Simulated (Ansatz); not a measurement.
```yaml
crystal:
  periodic: [false, false, false]
  atoms:
    - {symbol: B, position_ang: [-1.615296, 0.918826, -0.336315]}
    - {symbol: Al, position_ang: [-0.755991, 0.244478, 1.449984]}
    - {symbol: C, position_ang: [1.035888, -0.560946, 1.048840]}
    - {symbol: O, position_ang: [1.571370, -0.101550, -0.193386]}
    - {symbol: C, position_ang: [0.715366, -0.245057, -1.257107]}
    - {symbol: H, position_ang: [-1.440222, 2.024471, -0.774454]}
    - {symbol: H, position_ang: [-2.329404, 0.213732, -0.997763]}
    - {symbol: H, position_ang: [-1.281376, 0.204121, 2.952407]}
    - {symbol: H, position_ang: [0.965249, -1.662881, 1.033733]}
    - {symbol: H, position_ang: [1.787895, -0.320407, 1.805317]}
    - {symbol: H, position_ang: [1.236750, 0.041222, -2.171823]}
    - {symbol: H, position_ang: [-0.169031, 0.465132, -1.189997]}
    - {symbol: H, position_ang: [0.299102, -1.255741, -1.354537]}
basis:
  gaussian: {orbitals: STO-3G}
hamiltonian: {xc: {name: revPBE}, pseudopotentials: {relativity: scalar}}
output: {forces: true}
```

```sh
$ ansatz run in.yaml --threads 4 --pin off --events-out ev --progress --plain --max-ram 10444MiB
```

Output, abridged:

```
Functional definition: revPBE
491 factors; integrals over basis functions are off by at most 6.4e-5 eV
mean field evaluation 1: about -11387.4507 eV, gradient 2.2e1 eV
mean field evaluation 2: about -11387.5761 eV, gradient 2.1e1 eV
mean field evaluation 4: about -11389.1491 eV, gradient 1.1e0 eV
mean field evaluation 8: about -11389.0197 eV, gradient 4.1e-2 eV
mean field evaluation 16: about -11389.0197 eV, gradient 1.3e-5 eV
mean field -11389.01972296 eV, -418.5387550640 hartree, gradient 1.3e-5 eV, S^2 0.000000; 0 other end points of the search recorded, 0 dependent functions left out
reference -11389.01975406 eV, -418.5387562069 hartree; 23, 23 occupied and 14, 14 virtual orbitals, 491 factors
Total energy: -11389.01975406 eV, -418.5387562069 hartree
Relativity: scalar
Atom 0 at    -1.615296     0.918826    -0.336315 Å, force     0.481066    -0.285063     0.536885 eV/Å
Atom 1 at    -0.755991     0.244478     1.449984 Å, force    -0.810613     0.275769    -0.004614 eV/Å
Atom 2 at     1.035888    -0.560946     1.048840 Å, force    -2.218425    -0.174088     1.448124 eV/Å
Atom 3 at     1.571370    -0.101550    -0.193386 Å, force     3.638336     1.471318     0.233285 eV/Å
Atom 4 at     0.715366    -0.245057    -1.257107 Å, force    -0.966881    -0.529248    -1.057665 eV/Å
Atom 5 at    -1.440222     2.024471    -0.774454 Å, force    -0.179173    -0.364449     0.283971 eV/Å
Atom 6 at    -2.329404     0.213732    -0.997763 Å, force     0.216245     0.302567     0.337900 eV/Å
Atom 7 at    -1.281376     0.204121     2.952407 Å, force     0.498100     0.023399    -1.217077 eV/Å
Atom 8 at     0.965249    -1.662881     1.033733 Å, force    -0.133747    -0.788224     0.052269 eV/Å
Atom 9 at     1.787895    -0.320407     1.805317 Å, force     0.684483     0.237304     0.507941 eV/Å
Atom 10 at     1.236750     0.041222    -2.171823 Å, force     0.534190     0.176254    -0.885772 eV/Å
Atom 11 at    -0.169031     0.465132    -1.189997 Å, force    -1.176196     0.516524     0.118514 eV/Å
Atom 12 at     0.299102    -1.255741    -1.354537 Å, force    -0.567386    -0.862064    -0.353760 eV/Å
Dipole moment:     0.112256    -0.211166     0.118568 e Å
```

It took 0.3 s on 4 threads of an AMD EPYC 9R45 on a shared host, with 0.11 GiB of host memory at the peak.
